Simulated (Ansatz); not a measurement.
Reactions of `FC[SiH2][SnH2][F]`.

Computed with Ansatz on PBE0-D4/def2-TZVP structures; ΔE is electronic, products minus reactants. CBS: MP2 limit from def2 TZ/QZ plus the TZ coupled-cluster correction, frozen cores. This one scheme is used for every species, atoms too. Functionals use def2-TZVPP. Open shells (•) are unrestricted, without spin–orbit coupling. Spin–orbit coupling would lower the free atoms: a little for C, F, Si; strongly for Sn. Elements past krypton have def2 core potentials. Bonds to Sn are less sure, by a few kJ/mol each and by 10 to 20 or more in all where they break to atoms, as the def2 sets lack core-valence functions. One conformer a species, not always the lowest.

| reaction | ωB97X-V (kcal/mol) | CCSD(T)/CBS(def2) (kcal/mol) |
| --- | --- | --- |
| `FC[SiH2][SnH2][F]` → C• + 2 F• + 6 H• + Si• + Sn• | 827.3 | 824.8 |
| `FC[SiH2][SnH2][F]` + `FCS` → `[F][SnH2][SH]` + `FC[SiH2]CF` | -15.4 | -15.9 |
| `FC[SiH2][SnH2][F]` + `CCS` → `C[CH2][SnH2][F]` + `FC[SiH2]S` | -15.8 | -17.0 |
| `FC[SiH2][SnH2][F]` + `C[SiH2]F` → `FC[SiH2][SiH2]F` + `[CH3][SnH2][F]` | 11.3 | 11.3 |

Largest T1 diagnostic: 0.013, for `[F][SnH2][SH]`.
